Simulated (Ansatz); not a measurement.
```xyz
10

B     0.4512   -1.4535    0.0332
C    -0.6913   -0.4841    0.3215
Ge    0.0925    1.2709   -0.2084
H     0.5868   -1.9288   -1.0589
H     1.2805   -1.6842    0.8673
H    -0.9646   -0.3467    1.3694
H    -1.5793   -0.5724   -0.3075
H     0.4124    1.2880   -1.7104
H     1.3711    1.5638    0.5909
H    -0.9594    2.3469    0.1030
```

Total charge 0; spin multiplicity 1.

List the B3LYP/def2-TZVPP orbital energies in eV (the Gaussian-basis code of Ansatz). (An estimate is asked.)

Computed: Occupied: -10850.37, -1354.75, -1205.65, -1205.64, -1205.64, -276.57, -183.45, -169.28, -119.54, -119.51, -119.51, -33.10, -33.10, -33.09, -33.02, -33.02, -19.39, -14.88, -13.33, -11.98, -10.17, -9.39, -9.25, -8.84, -8.57. Lowest empty: -1.48, 0.42, 0.87, 1.43, 1.75, 1.92, 2.10, 2.47.

B3LYP here is the variant with VWN-RPA as its local correlation; programs differ in this.
